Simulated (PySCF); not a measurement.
C₃H₃, SMILES c1c[cH+]1, charge +1. Geometry optimised at PBE0-D3(BJ)/def2-TZVP.

### Question
Give the equilibrium geometry at PBE0-D3(BJ)/def2-TZVP (PySCF confirms it by a frequency run) as a Z-matrix, and its point group. (The exact figures need the calculation; the answer reports its results.)

### Answer
point group D3h.
```
C
C 1 1.3565
C 1 1.3565 2 60.00
H 1 1.0823 2 150.00 3 180.00
H 2 1.0823 1 150.00 4 0.00
H 3 1.0823 1 150.00 4 0.00
```
Charge +1, spin multiplicity 1.
